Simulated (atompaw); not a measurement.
Hf (Z = 72): one change to a PAW (atompaw) potential, before and after

atompaw 4.2.0.5 input, output lines left out:

```
Hf 72
LDA-PW scalarrelativistic loggrid 2001 logderivrange -5 5 251
6 6 5 4 0 0
6 1 0
5 2 2
0 0 0
c
c
c
c
c
v
c
c
c
v
v
c
c
v
c
2
3.00 2.45 2.65 2.90
y
4.85
n
n
y
2.7
n
custom rrkj gramschmidtortho besselshape
bessel
3.00
3.00
2.00
3.00
3.00
3.00
```

Change: all radii scaled by about 1.20 (s 3.58, p 2.40, d 3.58 bohr); local potential bessel scheme, radius 3.16 bohr; augmentation besselshape compensation charge, radius 2.92 bohr; PAW radius 3.58 bohr; waves and projectors: custom rrkj gramschmidtortho; core correction smooth core density matched at 3.46 bohr.

Cutoffs: the cutoffs (Ry, on a coarse ladder) from which the occupation-weighted sum of valence levels, in a spherical-Bessel basis at the reference potential, stays within 10 and 1 mRy of its value at 400 Ry; they do not see the model core or the augmentation charge, which bear on the density cutoff.

Question: What does the change do?

Answer: The potential gets softer (21 Ry and 35 Ry → 15 Ry and 25 Ry); neither file shows a bound ghost. A larger radius leaves more room for a smooth pseudo-wave, so fewer plane waves are needed.

| quantity | base | changed |
| --- | --- | --- |
| cutoff, loose | 21 Ry | 15 Ry |
| cutoff, tight | 35 Ry | 25 Ry |
| loose cutoff by channel (10 mRy a level) | s 6 Ry, p 18 Ry, d 8 Ry | s 6 Ry, p 12 Ry, d 6 Ry |
| bound ghosts | none | none |
| lowest overlap eigenvalue by channel | s 0.06, p 0.54, d 0.86 | s 0.04, p 0.63, d 0.78 |

 The cutoffs see the waves, projectors and local potential, not the compensation charge or the core.
